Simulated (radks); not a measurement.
Values are calculated unless marked as measured or tabulated.
All-electron atom: Sc+ in [Ar] 3d1 4s1 (the NIST ground configuration).

Level of theory: Dirac Kohn-Sham, LDA (Slater exchange, Perdew-Wang correlation), spin-unpolarised, spherical densities, finite nucleus; open shells fill j = l - 1/2 first; Fermi nuclear charge, rms radius 3.5459 fm (a radial shooting solver on a logarithmic mesh with Libxc functionals).

Energy parts (eV):
total: -20736.871
kinetic: 20907.017
electron-nucleus: -49199.472
Hartree: 8560.982
exchange-correlation: -1005.397

Orbitals (lengths in bohr, moments of r in powers of bohr; <r^-3> diverges for s and p1/2; r(max) is where P^2 peaks):
orbital,occ.,eigenvalue (eV),r(max),<r^-3>
1s1/2,2,-4391.635,0.04791,-
2s1/2,2,-479.9313,0.2843,-
2p1/2,2,-398.1014,0.2308,-
2p3/2,4,-393.4718,0.2329,219.6
3s1/2,2,-61.7778,0.9265,-
3p1/2,2,-40.9701,0.9625,-
3p3/2,4,-40.4533,0.9689,24.66
3d3/2,1,-10.2440,1.087,1.512
3d5/2,0,-10.2107,1.089,1.496
4s1/2,1,-9.9509,2.895,-

The highest occupied level is 4s1/2 at -9.951 eV. The configuration is held as typed, so some empty levels lie below it. For comparison, the ionisation energy in NIST's Atomic Spectra Database is 12.800 eV (measured). In exact Kohn-Sham theory the highest level is minus the ionisation energy, but local and semilocal functionals leave it too shallow, through self-interaction and a potential that decays too fast; potentials with the right tail come closer. The density falls to 0.001 e/bohr^3 at r = 4.26 bohr. Summed over all electrons, <r^2> = 29.74 bohr^2, which gives a Langevin (diamagnetic) susceptibility term of -23.6 x 10^-6 cm^3/mol. The electron density at the nucleus is 7211 e/bohr^3.

Beside tabulated values, note that spin-unpolarised runs miss the spin-polarisation part of the exchange energy of open shells.
